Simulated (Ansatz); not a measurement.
Species: CH3AlBr2, net charge 0, singlet state. 
Coordinates optimised at B3LYP-D3(BJ)/def2-TZVP (Ansatz, a program for electronic structure):
SMILES: [CH3][Al]([Br])[Br]
```xyz
7

C     -2.6273    -0.1136     0.0874
Al    -0.6963    -0.0223     0.0218
Br     0.5556    -1.9035     0.0562
Br     0.4116     1.9438    -0.0881
H     -3.0064    -0.7213    -0.7377
H     -2.9508    -0.5935     1.0144
H     -3.0812     0.8761     0.0310
```
Charge 0, spin multiplicity 1.

Computed values are from Ansatz. Cores are frozen in the correlated levels unless marked. UHF or UKS for open shells. Spin-orbit coupling is left out. The frozen core is the preceding noble-gas configuration, with the filled d and f shells of earlier blocks. Non-relativistic. Basis-set limits of correlation are two-point, X^-3; Hartree-Fock from the larger set.

The atomisation energy De is 560.8 kcal/mol at CCSD(T)/CBS(def2-TZVPPD,def2-QZVPPD) and the vertical ionisation energy (to the doublet) is 10.99 eV at CCSD(T)/CBS(def2-TZVPPD,def2-QZVPPD). The total energy comes out as -5427.3864 Eh at CCSD(T)/CBS(def2-TZVPPD,def2-QZVPPD) and the dipole moment is 1.86 D at CCSD(T)/def2-SVPD. The T1 diagnostic is 0.009 at CCSD/def2-QZVPPD.
